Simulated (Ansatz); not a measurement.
`[NH2][Al]([F])[PH]O`. The species carries charge 0 and has multiplicity 1. Geometry: relaxed with PBE0-D4/def2-TZVP. It is one conformer, not always the lowest.

```xyz
9

N     1.720    0.342   -0.407
Al    0.095    0.207   -1.056
F    -0.147    0.278   -2.688
P    -1.757    0.066    0.358
O    -0.898   -0.319    1.746
H     1.919    0.263    0.577
H     2.567    0.449   -0.940
H    -2.097   -1.243   -0.104
H    -1.404   -0.043    2.514
```

Question: What is the dipole moment at r2SCAN/def2-TZVPP? (Best estimate.)

Answer: The calculation gave: 2.36 D, with components (0.81, 0.02, 2.21) D in this frame, pointing from negative to positive charge.

Question: And with PBE, B3LYP, ωB97M-V? (Estimate.)

Answer: Ansatz gave: PBE 2.38 D, B3LYP 2.27 D, ωB97M-V 2.21 D.

Question: Give the Mulliken charges with r2SCAN, B3LYP, PBE in def2-TZVPP. (Best estimate.)

Answer: The calculation gave: 
```
atom  r2SCAN  B3LYP    PBE
  N1   -0.47  -0.41  -0.40
 Al2    0.70   0.65   0.57
  F3   -0.37  -0.37  -0.33
  P4    0.00   0.03  -0.03
  O5   -0.39  -0.38  -0.33
  H6    0.16   0.14   0.15
  H7    0.15   0.13   0.15
  H8    0.00   0.01   0.02
  H9    0.22   0.19   0.20
```

B3LYP here is the variant with VWN-RPA as its local correlation; programs differ in this.
